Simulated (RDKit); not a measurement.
Job for RDKit: MMFF94 on C2H4Cl2 (SMILES CC(Cl)Cl).

```python
from rdkit import Chem
from rdkit.Chem import AllChem, rdDetermineBonds

blocks = [
'''8

C    -0.82087568   -0.12194470   -0.05013061
C     0.65832169    0.07177477    0.17233938
Cl    1.15202529    1.75182533   -0.22991572
Cl    1.61106668   -1.10669058   -0.79287118
H    -1.07331663    0.04360694   -1.09620520
H    -1.10183777   -1.13844586    0.22669971
H    -1.37845947    0.58394917    0.56603824
H     0.95307590   -0.08407506    1.20404538
''',
]
mol = None
for b in blocks:
    f = Chem.MolFromXYZBlock(b)
    rdDetermineBonds.DetermineBonds(f, charge=0)
    mol = f if mol is None else Chem.CombineMols(mol, f)
Chem.SanitizeMol(mol)
print(Chem.MolToSmiles(Chem.RemoveHs(mol)))
ff = AllChem.MMFFGetMoleculeForceField(mol, AllChem.MMFFGetMoleculeProperties(mol), nonBondedThresh=100.0, ignoreInterfragInteractions=False)
e = ff.CalcEnergy()
print(f'MMFF94 energy {e:.6f} kcal/mol')
```

The log:

```
CC(Cl)Cl
MMFF94 energy 0.971045 kcal/mol
```

The run finished.

Cost: about 0.03 core-seconds (a rough figure).
